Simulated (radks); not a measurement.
Question: These are the eigenvalues of the occupied orbitals of an atom or ion with whole-number occupations (eV). Calculated with a radial shooting solver on a logarithmic mesh with Libxc functionals: Dirac Kohn-Sham, PBE, spin-unpolarised, spherical densities, point nucleus.

| orbital | eigenvalue |
|---|---|
| 1s1/2 | -38729.83 |
| 2s1/2 | -6171.444 |
| 2p1/2 | -5820.579 |
| 2p3/2 | -5407.451 |
| 3s1/2 | -1327.998 |
| 3p1/2 | -1180.153 |
| 3p3/2 | -1099.631 |
| 3d3/2 | -840.8244 |
| 3d5/2 | -823.5986 |
| 4s1/2 | -276.2321 |
| 4p1/2 | -221.8367 |
| 4p3/2 | -204.7050 |
| 4d3/2 | -115.5654 |
| 4d5/2 | -112.5908 |
| 5s1/2 | -48.6776 |
| 5p1/2 | -33.7274 |
| 5p3/2 | -31.1267 |
| 6p1/2 | -7.1327 |

Which element is it, and in what charge state? The configuration may be excited. Open shells, if any, fill j = l - 1/2 first.

Answer: Z = 57, lanthanum, charge +1: La+ in [Xe] 6p2. The list shows which subshells hold electrons but not how many an open one holds; the 1s level, -1423.3 hartree, gives Z - s = 53.4 by -(Z - s)^2/2, which with screening and relativity narrows Z to a few neighbours, and the depths of the outer levels then fix element, charge and occupations together.
